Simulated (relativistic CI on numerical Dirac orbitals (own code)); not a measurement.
One change at a time: Rh¹²⁺

Base calculation: Dirac-Coulomb-Breit CI, KLI orbitals optimised for each configuration, model QED, unscaled Slater integrals.

Configurations in the expansion (outside the closed core [Ar] 3d10): 4s2.4p3, 4s.4p4, 4p5, 4s2.4p2.4d, 4s.4p3.4d, 4s2.4p2.4f, 4s.4p3.4f, 4p4.4d, 4s.4p2.4d2, 4s2.4p2.5s, 4s2.4p.4d.4f, 4s2.4p2.5p, 4p4.5s, 4p4.4f, 4s.4p3.5s, 4s2.4p2.5d, 4s.4p2.4d.5s, 4s.4p3.5p, 4s2.4p.4f.5s, 4s2.4p2.5f, 4s2.4p2.6s, 4p3.4d.4f, 4s2.4p2.5g, 4s2.4p2.6p, 4s.4p3.5d, 4s2.4p2.6d, 4s.4p2.5s2, 4s2.4p.4d2, 4s2.4d3, 4s.4p.4d3, 4s2.4d2.4f, 4s.4p.4d2.4f, 4s2.4d2.5s, 4p3.4d2, 4p2.4d3, 4p2.4d2.4f, 4p2.4d2.5s, 4s2.4p.4f2, 4s2.4d.4f2, 4s.4p.4d.4f2, 4s2.4f3, 4s.4p.4f3, 4s2.4f2.5s, 4s2.4p.4d.5s, 4s.4p.4d2.5s, 4s2.4d.4f.5s, 4s.4p.4d.4f.5s, 4s2.4d.5s2, 4p3.4f2, 4p2.4d.4f2, 4p2.4f3, 4p2.4f2.5s, 4s.4p2.4d.4f, 4s2.4p.5s2, 4s.4p.4d.5s2, 4s2.4f.5s2, 4s.4p.4f.5s2, 4p3.4d.5s, 4p2.4d.4f.5s, 4p2.4d.5s2, 4s.4p2.4f.5s, 4s.4p.4f2.5s. Double excitations out of closed p, d and f shells are left out; levels of such configurations are missing from the list, as are those of other unlisted configurations, and high levels can miss mixing partners. These lack a partner that the ground configuration has and come out too high: 4s2.4p2.5p, 4s2.4p2.5d, 4s.4p3.5p, 4s2.4p2.5f, 4s2.4p2.6s.

Variants: (1) valence Slater integrals scaled by 0.9; (2) Breit term removed. Shifts of the energy above 4s2.4p3 4S°_3/2, in cm⁻¹, for the lowest level and the first level of each name with at least 55 % of one term (blank where a level changes its place among those of its configuration and J or its character, or is not in the variant):

| Level | Base | Δ(1) | Δ(2) |
| --- | --- | --- | --- |
| 4s2.4p3 4S°_3/2 | 0 | 0 | 0 |
| 4s2.4p3 2D°_3/2 | 36555 | -1406 | +295 |
| 4s2.4p3 2D°_5/2 | 49973 | -1800 | +491 |
| 4s2.4p3 2P°_1/2 | 74375 | -3979 | +463 |
| 4s2.4p3 2P°_3/2 | 101747 | -2899 | +1051 |
| 4s.4p4 4P_5/2 | 283018 | +4499 | -18 |
| 4s.4p4 4P_3/2 | 307003 | +4569 | +314 |
| 4s.4p4 4P_1/2 | 312977 | +3898 | +311 |
| 4s.4p4 2D_3/2 | 351292 | +1128 | +335 |
| 4s.4p4 2D_5/2 | 360453 | +1344 | +588 |
| 4s.4p4 2P_3/2 | 405784 | -1054 | +648 |
| 4s2.4p2.4d 4F_3/2 | 439730 | +1217 | +625 |
| 4s2.4p2.4d 4F_5/2 | 450063 | +1481 | +904 |
| 4s2.4p2.4d 2F_5/2 | 465165 | +1635 | +1081 |

At this charge energies of transitions that change n are usually good to better than 1 %, and those within a shell (Δn = 0) to a few per cent.

Ionisation energy from the two ground configurations alone: base 277.311 eV; valence Slater integrals scaled by 0.9 277.058 eV; Breit term removed 277.411 eV. The NIST ASD value (theoretical) is 277 eV.

LS names give the leading component of a level, which can be under half, so a name can repeat, a term be missing and a line seem to break the LS rules.
